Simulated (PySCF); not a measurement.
Assigning NMR signals

Structure with atom numbers: `[CH3:1][CH:2]([CH3:3])[CH2:4][c:5]1[n:6][cH:7][n:8][o:9]1` (H(Xn): hydrogen on atom n).

Equivalent nuclei averaged, one conformer, gas phase, non-relativistic Hamiltonian. PBE0/pcSseg-1 with gauge-including orbitals; coordinates at the GFN2-xTB level; PySCF 2.14.

Shifts are taken against calculated references (same method and geometry level): TMS for $^{13}$C (σ = 186.93 ppm) and $^{1}$H (σ = 31.72 ppm).

Task: Assign these signals to the numbered atoms. $^{13}$C{$^{1}$H} NMR (computed): δ 188.6, 163.4, 39.4, 34.9, 24.3.

Result: 
188.6 → C5, substituted aromatic carbon next to the ring oxygen
163.4 → C7, aromatic CH between two ring heteroatoms
39.4 → C4, sp3 CH2 on an aromatic ring: saturated and bonded to C and H only
34.9 → C2, sp3 CH: a saturated carbon with 3 carbon neighbours and no heteroatom attached
24.3 → C1/C3, methyl carbon: aliphatic region, no heteroatom directly attached

Task: Assign these signals to the numbered atoms. $^{1}$H NMR (600 MHz, computed): δ 8.41 (s, 1H), 2.83 (d, 2H), 2.29 (m, 1H), 0.95 (d, 6H).

Result: 
8.41 → H(C7), hydrogen on an aromatic CH between two ring heteroatoms: it sits in the deshielding region of the aromatic ring current
2.83 → H(C4), hydrogen on an sp3 CH2 on an aromatic ring: benzylic-type position, deshielded by the ring
2.29 → H(C2), hydrogen on an sp3 CH
0.95 → H(C1)/H(C3), hydrogen on a methyl carbon: far from electronegative atoms and π systems

Shifts are as computed. Against solution values, carbons near 30 ppm lie about +3 ppm off and those near 130 ppm about +5 ppm. Of 1211 compounds with measured shifts, 218 miss one by over three times the rms of a fit or turn the order of signals round; such compounds aren't used in these exercises. Multiplicities follow the n + 1 count of equivalent neighbours, as no J values were calculated; m marks all less simple cases, F and P coupling included.
